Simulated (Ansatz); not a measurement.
Two structures of BN2H4Cl, closed shell, reached by relaxing down either side of one saddle point (PBE0-D4/def2-TZVP). Energies are electronic, without zero-point energy. Ansatz 0.2.0; basis: def2-TZVPP and def2-QZVPP; cores frozen in the correlated methods. Extrapolation: Hartree–Fock as exp(−7.88 √X), correlation as X^−2.97. First:

```
8
angstrom
B -0.3129 0.2178 0.0710
N 0.8027 0.8466 -0.5043
N -0.3758 -1.1438 0.4073
H 0.3799 -1.7884 0.2623
Cl -1.7570 1.2230 0.3992
H 0.8012 1.8241 -0.7280
H 1.6579 0.3698 -0.7252
H -1.1960 -1.5492 0.8177
```

Second:

B1  (-0.527, -0.031, 0.313)
N2  (0.807, 0.347, -0.485)
N3  (-0.693, -1.335, 0.434)
H4  (1.213, -0.560, -0.711)
Cl5  (-1.370, 1.490, 0.790)
H6  (0.620, 0.868, -1.338)
H7  (1.459, 0.892, 0.074)
H8  (-1.510, -1.672, 0.924)
(Å)

(1) Which bonds change from the first to the second?

(2) Give the saddle point's structure and its height above each. (To be estimated.)

T1 diagnostic: at most 0.014.

## Answers

(1) BN₂H₄Cl ([NH2][B]([NH2])[Cl]) → BNHCl ([NH][B][Cl]) + NH₃ (still joined by a long B–N bond); bonds formed: N2–H4; bonds broken: N3–H4; bonds weakened to dative contacts: B1–N2.

(2) The calculation gives: 60.79 kcal/mol above the first and 15.50 kcal/mol above the second (CCSD(T) at an estimated basis limit (MP2 extrapolated from triple and quadruple zeta, plus CCSD(T) − MP2 in triple zeta)).
```csv
atom,x (Å),y (Å),z (Å)
B1,-0.5115,0.1837,0.3011
N2,0.8126,0.4093,-0.4896
N3,-0.5271,-1.1667,0.3326
H4,0.6276,-0.8145,-0.3597
Cl5,-1.5157,1.5171,0.8756
H6,0.7359,0.8178,-1.4134
H7,1.5816,0.8412,0.0087
H8,-1.2034,-1.7878,0.7447
```

Labels in which every atom is bracketed show which atoms are joined, not bond orders.

For scale, one of the runs: CCSD(T)/def2-TZVPP, 191 basis functions, launched by `ansatz run in.yaml --threads 2 --pin off --events-out ev --progress --plain --max-ram 4352MiB`. The run took 64 s on 2 CPU threads of an Arm Neoverse V1 (shared host), with 2.1 GiB of host memory at its peak.
